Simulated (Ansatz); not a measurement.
Basis sets compared for (AgSH)2 ring (Ag2H2S2). Total charge 0; singlet. Geometry PBE-D4/def2-SVP. Ansatz on 4 threads of Arm Neoverse V2 on a shared host; times are rough, and most runs start from earlier orbitals.

```xyz
6

Ag    1.097    0.074    0.828
S    -1.296    0.145    1.708
Ag   -1.099   -0.069   -0.827
S     1.295   -0.147   -1.706
H    -1.385   -1.197    1.942
H     1.388    1.194   -1.945
```

In the def2 sets Ag takes a core potential; there is no spin–orbit coupling.

Binding counts from free atoms (Ag doublet, S triplet, H doublet) in the same basis, without a counterpoise term.

```tsv
level	functions	energy (Eh)	HOMO (eV)	LUMO (eV)	binding per atom (eV)	wall time
PBE-D4/def2-SVP	108	-1091.0302	-5.23	-2.80	2.45	1.1 s
PBE0-D4/def2-SVP	108	-1091.0628	-6.30	-1.99	2.39	1.6 s
```

Question: Estimate the rows for PBE-D4/def2-TZVP, PBE0-D4/def2-TZVP.

Answer: 
```tsv
level	functions	energy (Eh)	HOMO (eV)	LUMO (eV)	binding per atom (eV)	wall time
PBE-D4/def2-TZVP	166	-1091.3823	-5.30	-2.88	2.45	1.6 s
PBE0-D4/def2-TZVP	166	-1091.4081	-6.34	-2.04	2.38	2 s
```
